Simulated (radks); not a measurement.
Q: Neutral krypton, [Kr]. All-electron calculation, non-relativistic Kohn-Sham, r2SCAN, spin-polarised, spherical densities, point nucleus; meta-GGA in the generalised Kohn-Sham scheme. Program: a radial shooting solver on a logarithmic mesh with Libxc functionals. Every spin shell is full or empty, so the densities are truly spherical. Functionals are evaluated on that one density, not self-consistently. Rank these exchange functionals by their error against the exact value of the orbitals, and give that value: LDA, PBEsol, revPBE, RPBE, AM05, SOGGA, B86b, G96, EV93, TPSS, SCAN, r2SCAN, MS2, Tao-Mo, MVS.

A: Exact: -93.8003 hartree. From best to worst, with 100 (|E| - |E exact|)/|E exact| (equal figures are ties): r2SCAN -0.01, EV93 -0.03, B86b +0.06, MVS +0.07, TPSS -0.11, RPBE -0.17, revPBE -0.24, SCAN +0.26, G96 +0.32, MS2 -0.43, Tao-Mo -0.66, PBEsol -2.53, SOGGA -2.55, AM05 -5.09, LDA -5.53.
